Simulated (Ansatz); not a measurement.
Born–Oppenheimer molecular dynamics of H$_{4}$OSn (6 atoms, charge 0, multiplicity 1). It starts at the highest image of a converged band. Of that band: Neighbouring images differ by up to 1.8 eV, so the band resolves the path poorly. A vibrational analysis at the climbing image gives one clearly imaginary mode, 1298i cm⁻¹: a first-order saddle point.

Computed with UKS PBE0-D4/def2-SVP in Ansatz 0.2.0.

```yaml
ensemble: NVE (velocity Verlet)
time_step: 0.5 fs
steps_asked: 200
starting_velocities_drawn_for: 100 K
seed: 8039
```

First frame:

```xyz
6
Properties=species:S:1:pos:R:3
O 0.378 -0.975 0.861
Sn -0.512 0.582 -0.374
H 1.005 -1.516 0.358
H -0.968 -1.042 0.124
H 0.620 0.900 -1.644
H -0.482 1.986 0.629
```

(1) What does the run give?

(2) What happens to the structure?

(3) How do temperature and energy run in time?

Results:

(1) All steps were run.

* steps done: 200
* time covered: 100 fs
* mean temperature over the second half: 1874 K
* spread of the potential energy over the second half: 43.8 meV per atom
* mean potential energy of the second half above the start: -153.5 meV per atom

The conserved energy stayed within 3.2 meV per atom of its start (net change -1.3 meV per atom), so there is no drift, though single steps change it by up to 20 meV in the whole system, a sign of fast motions only just resolved. The system heated up, since it started high on the potential surface and ran downhill. A run of 0.1 ps of so small a system gives no equilibrium averages. The orbitals stay closed-shell, which can raise the energy where a bond breaks towards radicals; this wasn't checked here.

(2) The step under study would form O1–H4 and break Sn2–H4. These pairs go: O1–H4 1.54 → 0.87 Å, Sn2–H4 1.76 → 3.42 Å. In the last frame they stand as after the step (other bonds may differ from the relaxed reactants and products). Also parted: O1–Sn2 2.18 → 3.72 Å. It ends as H2O + H2Sn. Pairs count as bonded within 1.25 times the sum of covalent radii (0.12 Å more for H–H). The details hang on the random start.

(3) 
```json
{"time (fs)": "0.0", "T (K)": "100", "potential energy less start (eV)": "0.000", "conserved less start (meV/atom)": "0.00"}
{"time (fs)": "5.0", "T (K)": "47", "potential energy less start (eV)": "0.028", "conserved less start (meV/atom)": "0.05"}
{"time (fs)": "10.0", "T (K)": "276", "potential energy less start (eV)": "-0.090", "conserved less start (meV/atom)": "0.11"}
{"time (fs)": "15.0", "T (K)": "1732", "potential energy less start (eV)": "-0.855", "conserved less start (meV/atom)": "-1.83"}
{"time (fs)": "20.0", "T (K)": "1891", "potential energy less start (eV)": "-0.925", "conserved less start (meV/atom)": "0.15"}
{"time (fs)": "25.0", "T (K)": "3278", "potential energy less start (eV)": "-1.660", "conserved less start (meV/atom)": "-2.80"}
{"time (fs)": "30.0", "T (K)": "2008", "potential energy less start (eV)": "-0.984", "conserved less start (meV/atom)": "0.40"}
{"time (fs)": "35.0", "T (K)": "2298", "potential energy less start (eV)": "-1.130", "conserved less start (meV/atom)": "1.12"}
{"time (fs)": "40.0", "T (K)": "1808", "potential energy less start (eV)": "-0.880", "conserved less start (meV/atom)": "0.50"}
{"time (fs)": "45.0", "T (K)": "2259", "potential energy less start (eV)": "-1.106", "conserved less start (meV/atom)": "1.78"}
{"time (fs)": "50.0", "T (K)": "1584", "potential energy less start (eV)": "-0.764", "conserved less start (meV/atom)": "0.50"}
{"time (fs)": "55.0", "T (K)": "2078", "potential energy less start (eV)": "-1.035", "conserved less start (meV/atom)": "-1.98"}
{"time (fs)": "60.0", "T (K)": "1513", "potential energy less start (eV)": "-0.729", "conserved less start (meV/atom)": "0.24"}
{"time (fs)": "65.0", "T (K)": "2534", "potential energy less start (eV)": "-1.273", "conserved less start (meV/atom)": "-2.45"}
{"time (fs)": "70.0", "T (K)": "2249", "potential energy less start (eV)": "-1.116", "conserved less start (meV/atom)": "-0.87"}
{"time (fs)": "75.0", "T (K)": "2207", "potential energy less start (eV)": "-1.095", "conserved less start (meV/atom)": "-0.91"}
{"time (fs)": "80.0", "T (K)": "2483", "potential energy less start (eV)": "-1.242", "conserved less start (meV/atom)": "-1.70"}
{"time (fs)": "85.0", "T (K)": "2206", "potential energy less start (eV)": "-1.092", "conserved less start (meV/atom)": "-0.52"}
{"time (fs)": "90.0", "T (K)": "2610", "potential energy less start (eV)": "-1.315", "conserved less start (meV/atom)": "-2.82"}
{"time (fs)": "95.0", "T (K)": "1415", "potential energy less start (eV)": "-0.678", "conserved less start (meV/atom)": "0.25"}
{"time (fs)": "100.0", "T (K)": "1669", "potential energy less start (eV)": "-0.819", "conserved less start (meV/atom)": "-1.34"}
```

The run took 7.2 min on 1 thread of Arm Neoverse V2, with other jobs on the host, peak memory 0.15 GiB.
